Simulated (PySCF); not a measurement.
Zn(Me)(OSiH3), SMILES [CH3][Zn][O][SiH3], CAM-B3LYP/def2-SVP optimised geometry.

```
10

Zn    -0.49     0.74     0.01
C     -1.19     2.53     0.01
H     -1.14     2.97    -0.99
H     -0.63     3.17     0.70
H     -2.25     2.53     0.33
O      0.15    -0.89     0.00
Si     0.75    -2.40     0.00
H      2.25    -2.40     0.00
H      0.31    -3.17    -1.20
H      0.31    -3.17     1.20
```

Density from CAM-B3LYP/def2-TZVP in PySCF at that geometry.

Minimum of the electron density along straight lines between bonded atoms, close to the bond critical point (lines longer than 1.1 times the sum of covalent radii, or with two minima, are not listed):

```tsv
bond	length / Å	ρ at the minimum / e bohr⁻³	∇²ρ there / e bohr⁻⁵	position (fraction from the first atom)
Zn1–C2	1.917	0.121	0.20	0.50
C2–H3	1.100	0.268	-0.88	0.64
C2–H4	1.100	0.268	-0.88	0.64
C2–H5	1.100	0.268	-0.88	0.64
Zn1–O6	1.757	0.137	0.79	0.49
O6–Si7	1.625	0.141	0.89	0.59
Si7–H8	1.495	0.121	0.13	0.49
Si7–H9	1.495	0.121	0.13	0.49
Si7–H10	1.495	0.121	0.13	0.49
```
